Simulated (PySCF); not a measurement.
BrCl₂FSi. Atoms are numbered in the order given.

```xyz
5

F     -0.6734    -1.8784     0.0000
Si    -0.4662    -0.2859     0.0000
Cl    -1.3447     0.4697    -1.6610
Cl    -1.3447     0.4697     1.6610
Br     1.6660     0.1411     0.0000
```
Charge 0, spin multiplicity 1.

Geometry optimised at ωB97X-D3(BJ)/def2-SVP.

Method: ωB97X/def2-TZVP in PySCF.

Isolated molecule, no solvent.

The total energy is -3884.19926 hartree, the point group comes out as Cs and the highest occupied level is -11.55 eV. The lowest empty level is 1.48 eV, the orbital gap comes out as 13.03 eV and the dipole moment is 0.151 e·Å. The quadrupole, principal values (traceless, Buckingham form, about the centre of nuclear charge) comes out as -3.14, 0.94, 2.20 D·Å. The mean static polarisability comes out as 61.8 bohr³ (9.15 Å³) and the polarisability, principal values comes out as 50.1, 64.6, 70.6 bohr³.
